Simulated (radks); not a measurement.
Values are calculated unless marked as measured or tabulated.
All-electron atom: the cadmium ion Cd+ in [Kr] 4d10 5p1 (not the ground configuration).

Level of theory: scalar-relativistic Kohn-Sham, r2SCAN, spin-unpolarised, spherical densities, finite nucleus; meta-GGA in the generalised Kohn-Sham scheme; Fermi nuclear charge, rms radius 4.6087 fm (a radial shooting solver on a logarithmic mesh with Libxc functionals).

Energy parts (hartree):
total: -5594.74685
kinetic: 5821.78192
electron-nucleus: -13509.26834
Hartree: 2247.31872
exchange-correlation: -154.57915

Orbitals (lengths in bohr, moments of r in powers of bohr; <r^-3> diverges for s and p1/2; r(90%) holds 90 % of the orbital's charge):
orbital,occ.,eigenvalue (hartree),r(90%),<r^-3>,<r^2>
1s,2,-977.0390,0.0546,-,0.001250
2s,2,-145.9120,0.203,-,0.02042
2p,6,-130.8576,0.187,4069,0.01611
3s,2,-27.72647,0.526,-,0.1462
3p,6,-22.74929,0.536,738.8,0.1476
3d,10,-14.97753,0.528,100.7,0.1333
4s,2,-4.38848,1.28,-,0.8814
4p,6,-2.92447,1.42,122.6,1.060
4d,10,-0.82893,1.99,10.45,1.905
5p,1,-0.29024,5.17,7.030,13.59

The highest occupied level is 5p at -7.898 eV. The density falls to 0.001 e/bohr^3 at r = 4.22 bohr. Summed over all electrons, <r^2> = 43.41 bohr^2, which gives a Langevin (diamagnetic) susceptibility term of -34.4 x 10^-6 cm^3/mol. The electron density at the nucleus is 1.636e+05 e/bohr^3 (large components only).
